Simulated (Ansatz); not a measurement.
Consider the substitution at a C–N bond: `CC(C)NC(C)(C)C` + `[OH][Ge][F]` → `CC(C)(C)[O][Ge][F]` + `CC(C)N`.

Gas-phase electronic energies from Ansatz, PBE0-D4/def2-TZVP geometries. CBS: MP2 limit from def2 TZ/QZ plus the TZ coupled-cluster correction, frozen cores. DFT in def2-TZVPP. For Ge outer-core shells are correlated without core-valence functions, which leaves a few kJ/mol of doubt a bond. Scalar relativity is left out up to krypton. One conformer a species, not always the lowest.

```json
{"level": "BHLYP", "ΔE (kJ/mol)": "-15.1"}
{"level": "LC-ωPBE", "ΔE (kJ/mol)": "-7.3"}
{"level": "RPA@PBE/def2-TZVPP", "ΔE (kJ/mol)": "-7.1"}
{"level": "HF/def2-TZVPP", "ΔE (kJ/mol)": "-20.5"}
```

**Question.** What does CCSD(T)/CBS give? (An estimate is asked.)

**Answer.** Ansatz gave: -5.4 kJ/mol. The listed levels differ from it by -9.7, -1.9, -1.7, -15.1 kJ/mol.

Largest T1 diagnostic among the species: 0.015.

From BLYP to BHLYP (50 % exact exchange), in def2-TZVPP and without D4, ΔE moves by +5.3 kJ/mol. At CCSD(T), def2-SVP lies −6.5 kJ/mol from the extrapolated value and def2-TZVPP +0.6 kJ/mol.
